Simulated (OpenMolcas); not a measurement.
# Cu3+ in a ligand field

Cu3+ with 6 ligands (ammonia) in octahedral coordination (S6) at 2.05 Å. Ligand basis ANO-RCC-VDZP.

| Item | Value |
| --- | --- |
| Program | OpenMolcas |
| Method | CASSCF |
| Basis | ANO-RCC-VDZP [5s4p2d1f] |
| Scalar Hamiltonian | DKH2, point nucleus |
| Active space | 8 electrons in 5 orbitals (3d) |
| State averaging | 2S+1 = 3 even, 10 roots; 2S+1 = 1 even, 15 roots |
| Spin-orbit coupling | state interaction with AMFI integrals over the reference wave functions |

The lowest spin-free states, above the lowest:

```
   State  Degeneracy  E (cm-1)
2S+1 = 3           1       0.0
2S+1 = 3           1     13115
2S+1 = 3           2     13138
2S+1 = 1           2     16334
2S+1 = 3           2     22291
2S+1 = 3           1     22336
2S+1 = 1           1     27398
2S+1 = 1           1     29206
2S+1 = 1           2     29246
2S+1 = 1           1     34587
2S+1 = 1           2     34614
2S+1 = 3           1     38890
2S+1 = 3           2     39029
2S+1 = 1           2     53615
2S+1 = 1           2     53974
2S+1 = 1           1     54044
2S+1 = 1           1     85191
```

The lowest levels with spin-orbit coupling:

```tsv
E (cm-1)	Degeneracy	2S+1	g
0.0	2	3	0.00 0.00 4.39
0.2	1	3	
12658	2	3	0.00 0.00 0.17
12946	1	3	
12958	2	3	0.00 0.00 2.33
13477	2	3	0.00 0.00 2.29
13487	1	3	
13697	1	3	
16473	2	1	
21484	1	3	
22077	1	3	
22101	2	3	0.00 0.00 0.86
22821	2	3	0.00 0.00 1.64
22843	1	3	
23057	2	3	0.00 0.00 0.20
27686	1	1	
29207	1	1	
29247	2	1	0.00 0.00 0.07
34733	1	1	
34759	2	1	0.00 0.00 1.00
```

Powder χT (cm3 K/mol): 1.2 at 2 K, 1.2 at 10 K, 1.21 at 50 K, 1.21 at 100 K, 1.22 at 200 K, 1.23 at 300 K. The effective moment at 300 K is 2.828 √(χT) = 3.14 μB.

The lowest level has 2S+1 = 3, for which the spin-only value is χT = S(S+1) / 2 = 1.000 cm3 K/mol (g = 2). The computed 1.234 at 300 K differs by +0.234, through orbital momentum, spin-orbit coupling and any other state in reach.

Metal share of the active 3d orbitals (Löwdin): 77, 77, 99, 99, 99 %; Mulliken charge of the metal 1.03.

Without dynamic correlation the repulsion within the d shell is too large (B by tens of per cent), so at a given field states of lower spin stand too high. The least metal-like active orbital is 77 % on the metal (Löwdin) and no ligand orbital is active, so the numbers are rough. Ligand-to-metal charge-transfer states are missing. With no ligand orbital active B as a rule stays too high, so bands that hang on it stand too high and its fall with covalency is understated. With metal d orbitals alone the field can be off either way by tens of per cent. The distance lies 5 % over the 1.96 Å that this model takes as the normal distance (a Shannon-type radius plus a fixed donor radius); by an R⁻⁵ law this alone changes a d-shell field by about -20 %. No measured value stands beside these numbers; the geometry was imposed, not optimised, and the real ion may take another.

The RASSCF and RASSI steps took 50 s on 1 thread of Arm Neoverse V1, with other jobs on the host; the integral step is not counted.

With an even number of electrons the g values are those of a degenerate or nearly degenerate non-Kramers pair.
